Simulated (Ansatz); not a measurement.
Species: AlSiH$_{4}$F, charge 0, singlet. AlSiH4F (SMILES [SiH3][AlH][F]).
B3LYP-D3(BJ)/def2-TZVP minimum from Ansatz (a program for electronic structure):
```
Si
H 1 1.4853
H 1 1.4855 2 108.02
H 1 1.4858 2 107.95 3 116.26
Al 1 2.4516 2 111.45 4 121.75
F 5 1.6595 1 116.09 2 178.34
H 5 1.5763 6 115.94 1 -179.91
```

Total energies in hartree (Ansatz). UHF or UKS for unpaired electrons; spin-orbit terms are left out. Correlated methods leave the cores frozen. No relativity. Where a partner has so few electrons that a lower coupled-cluster level is exact, that level stands in.

```tsv
species	HF/cc-pV(T+d)Z	CCSD(T)/cc-pV(T+d)Z	HF/cc-pV(Q+d)Z	CCSD(T)/cc-pV(Q+d)Z	CCSD(T)/cc-pV(D+d)Z	CCSDT(Q)/cc-pV(D+d)Z
1: AlSiH4F (SMILES [F][AlH][SiH3])	-632.74856	-633.25826	-632.76497	-633.31152	-633.09195	-633.09368
2: Al (doublet)	-241.87908	-241.93131	-241.88044	-241.93374	-241.92191	-241.92229
3: F (doublet)	-99.40552	-99.62036	-99.41377	-99.65026	-99.52757	-99.52776
4: H (doublet)	-0.49981	-0.49981	-0.49995	-0.49995	-0.49928	-0.49928
5: Si (triplet)	-288.85649	-288.93344	-288.85845	-288.93781	-288.91643	-288.91690
```

Question: Work out the atomisation energy (electronic, to ground-state atoms) in kcal/mol: take Hartree-Fock from cc-pV(Q+d)Z, extrapolate the CCSD(T) correlation energy as X^-3 (X = 3, 4), and add CCSDT(Q) - CCSD(T) in cc-pV(D+d)Z. 1 hartree = 627.51 kcal/mol.

Answer: 
Species 1: correlation (64·(-0.54655) - 27·(-0.50970))/37 = -0.57344; step -0.00173; E1 = -632.76497 + (-0.57344) + (-0.00173) = -633.34014
Species 2: correlation (64·(-0.05330) - 27·(-0.05223))/37 = -0.05408; step -0.00038; E2 = -241.88044 + (-0.05408) + (-0.00038) = -241.93490
Species 3: correlation (64·(-0.23649) - 27·(-0.21484))/37 = -0.25229; step -0.00019; E3 = -99.41377 + (-0.25229) + (-0.00019) = -99.66625
Species 4: correlation (64·(0.00000) - 27·(0.00000))/37 = 0.00000; step +0.00000; E4 = -0.49995 + (0.00000) + (+0.00000) = -0.49995
Species 5: correlation (64·(-0.07936) - 27·(-0.07695))/37 = -0.08112; step -0.00047; E5 = -288.85845 + (-0.08112) + (-0.00047) = -288.94004
-1·E1 +1·E2 +1·E3 +4·E4 +1·E5 = 0.79915 hartree = 501.5 kcal/mol.
